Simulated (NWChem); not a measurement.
# C$_{4}$H$_{3}$S, doublet; SMILES [c]1cccs1

In the optimisation the excess spin sits in a' (Cs, its own frame).

**Question.** Give the equilibrium geometry at PBE0/def2-SVP, spin-unrestricted (NWChem) as a Z-matrix, with the point group.

**Answer.** point group Cs; any orientation.
```
C
C 1 1.3697
H 2 1.0899 1 128.38
H 1 1.0918 2 123.14 3 0.00
C 1 1.4341 4 123.53 2 180.00
C 5 1.3575 1 109.34 4 180.00
H 5 1.0906 6 125.69 1 180.00
S 6 1.7005 5 115.66 7 180.00
```
